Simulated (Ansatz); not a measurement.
The lowest singlet and triplet of O3 (SMILES O=[O+][O-]); geometries from B3LYP-D3(BJ)/def2-TZVP, each state relaxed from the structure named, with no frequency check.
Singlet (charge 0, multiplicity 1):
```xyz
3

O     -1.071    -0.241     0.000
O     -0.011     0.428     0.000
O      1.081    -0.187     0.000
```
Triplet (charge 0, multiplicity 3):
```tsv
atom	x (Å)	y (Å)	z (Å)
O	-1.1657	-0.2101	0.0000
O	-0.0083	0.3673	0.0000
O	1.1740	-0.1573	0.0000
```

A positive gap puts the triplet lower; no zero-point energy. R- takes a restricted singlet. U- takes an unrestricted singlet (broken symmetry where lower, unprojected). The triplet is unrestricted in single-reference levels. Active spaces average the two states.

Correlated levels freeze the cores.

Programs: Ansatz (a program for electronic structure) with Gaussian orbitals. 

```json
[
 {"level": "R-r2SCAN/def2-TZVPP", "gap E(singlet) − E(triplet), adiabatic (kcal/mol)": "-20.87"},
 {"level": "R-B3LYP/def2-TZVPP", "gap E(singlet) − E(triplet), adiabatic (kcal/mol)": "-22.35"},
 {"level": "R-wB97M-V/def2-TZVPP", "gap E(singlet) − E(triplet), adiabatic (kcal/mol)": "-26.89"},
 {"level": "U-wB97M-V/def2-TZVPP (spin-contaminated)", "gap E(singlet) − E(triplet), adiabatic (kcal/mol)": "-28.84"},
 {"level": "R-CCSDT(Q)/cc-pVDZ", "gap E(singlet) − E(triplet), adiabatic (kcal/mol)": "-46.80"},
 {"level": "SA-CASSCF(12,9)/cc-pVDZ", "gap E(singlet) − E(triplet), adiabatic (kcal/mol)": "-43.25"},
 {"level": "SA-CASSCF(12,9)/cc-pVQZ", "gap E(singlet) − E(triplet), adiabatic (kcal/mol)": "-46.11"},
 {"level": "FIC-NEVPT4(SD) on SA-CASSCF(12,9)/cc-pVQZ", "gap E(singlet) − E(triplet), adiabatic (kcal/mol)": "…"},
 {"level": "FIC-MRCISD+Q on SA-CASSCF(12,9)/cc-pVQZ", "gap E(singlet) − E(triplet), adiabatic (kcal/mol)": "…"}
]
```

Complete the blanks.


- FIC-NEVPT4(SD) on SA-CASSCF(12,9)/cc-pVQZ, gap E(singlet) − E(triplet), adiabatic (kcal/mol): -36.02
- FIC-MRCISD+Q on SA-CASSCF(12,9)/cc-pVQZ, gap E(singlet) − E(triplet), adiabatic (kcal/mol): -36.98

Doubts at one or more of the structures used: a restricted determinant that unrestricted orbitals would lower (R-r2SCAN/def2-TZVPP, R-B3LYP/def2-TZVPP, R-wB97M-V/def2-TZVPP, R-CCSDT(Q)/cc-pVDZ); other coupled-cluster roots lie near (R-CCSDT(Q)/cc-pVDZ).
